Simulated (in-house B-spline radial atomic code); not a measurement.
Relativistic effects in Ge24+, [He] 2s2 2p4: non-relativistic Hartree-Fock (point nucleus) against Dirac-Hartree-Fock (Fermi nucleus of rms radius 4.0742 fm), both averages of the configuration, computed with a radial B-spline atomic code at the basis-set limit.

```csv
orbital,ε NR (Eh),ε Dirac (Eh),<r> NR (bohr),<r> Dirac (bohr),change of <r> (%)
1s1/2,-453.3,-459.43,0.0477,0.04684,-1.8
2s1/2,-93.784,?,0.2049,?,?
2p1/2,-89.57,?,0.1759,?,?
2p3/2,-89.57,-89.665,0.1759,0.1753,-0.3
```

Q: What happens to 2s1/2?

A: Its energy goes to -95.369 hartree and <r> to 0.201 bohr (-1.86 %).

Q: What happens to 2p1/2?

A: Its energy goes to -90.96 hartree and <r> to 0.1721 bohr (-2.12 %).

Q: What explains the pattern of contraction and expansion?

A: The s and p1/2 orbitals contract directly, as their density near the nucleus moves at relativistic speed. Nothing expands appreciably in this ion.

Q: By how much does the total energy change?

A: By -20.125 hartree, from -1618.278 to -1638.403.
